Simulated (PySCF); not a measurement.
## Polarisability and C₆ of I (iodine, neutral)

[Kr] 4d10 5s2 5p5, 2P determinant. Calculation: PySCF 2.14, in aug-cc-pVQZ-DK3; scalar relativity by spin-free X2C-1e. Coupled (time-dependent) response in atomic units; α is the mean over directions.

```tsv
method	mean α (bohr³)	α xx, yy, zz	C₆ (like pair)	S(−4)
MN15	33.18	30.29, 34.63, 34.63	351.1	233.1
```

S(−4) is the Cauchy moment in α(ω) = α(0) + S(−4) ω² + …

Reference α: 32.9 ± 1.3 bohr³ (recommended; Schwerdtfeger and Nagle, table of static dipole polarizabilities (2023 update)). Published C₆: 385.0 (Chu and Dalgarno (2004); Tang, Norbeck and Certain (1976)).

Spin-orbit coupling is absent.

α(iu) at MN15:

```csv
u (hartree),α(iu) (bohr³)
0,33.18
0.0500,32.61
0.100,31.05
0.200,26.30
0.300,21.33
0.500,13.89
0.750,8.689
1.00,5.912
1.50,3.299
2.00,2.154
3.00,1.169
5.00,0.5186
```

A single London oscillator, α(iu) = α/(1 + u²/ω²), gives C₆ = (3/4) ω α². Matching the computed C₆ needs ω = 4 × 351.1 / (3 × 33.18²) = 0.425 hartree.

The components differ because the open shell of this determinant is not spherical; for a pure term their mean is the scalar polarisability.
